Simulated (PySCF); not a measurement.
Worked example: chemical shift, span and skew from a shielding tensor

CH₁₀N₂Si₂, SMILES NC[SiH2]N[SiH3]. Atoms are numbered in the order given.

```xyz
15

N     -2.3312    -0.7466     0.7147
C     -1.9421     0.6703     0.7449
Si    -0.4666     0.8967    -0.4260
N      0.6227    -0.3939    -0.0066
Si     2.3177    -0.6277    -0.2976
H     -3.0084    -0.9608     1.4469
H     -2.7877    -0.9727    -0.1698
H     -2.7590     1.3908     0.5280
H     -1.5767     0.9099     1.7585
H     -0.9674     0.8232    -1.8386
H      0.1928     2.2240    -0.2548
H      0.0889    -1.1759     0.3822
H      3.0007    -1.1664     0.9177
H      2.6131    -1.5759    -1.4181
H      2.9006     0.6996    -0.6483
```

Coordinates come from a B3LYP-D3(BJ)/def2-SVP optimisation. This is a generated structure with no PubChem entry under its InChIKey; it may be hypothetical. Other conformers were not sampled.

GIAO shieldings from HF/pcSseg-1 run with PySCF, non-relativistic, no solvent. The symmetric part of the tensor of C2 has the principal values 147.7, 163.8, 182.3 ppm. The same nucleus in TMS has σ = 192.6 ppm at this level (PySCF, at its B3LYP-D3(BJ)/def2-TZVP geometry).

Question: Work out the isotropic shielding, the ¹³C shift against TMS, the span and the skew.

Answer: 
σ(iso) = (σ11 + σ22 + σ33)/3 = 164.6 ppm. δ = σ(ref) − σ(iso) = 192.6 − (164.6) = 28.0 ppm.
Span Ω = σ33 − σ11 = 34.6 ppm. Skew κ = 3(σ(iso) − σ22)/Ω = 0.07. Tumbling in solution averages the tensor to δ; in a static solid the shielding alone would spread this spin-1/2 line over Ω.
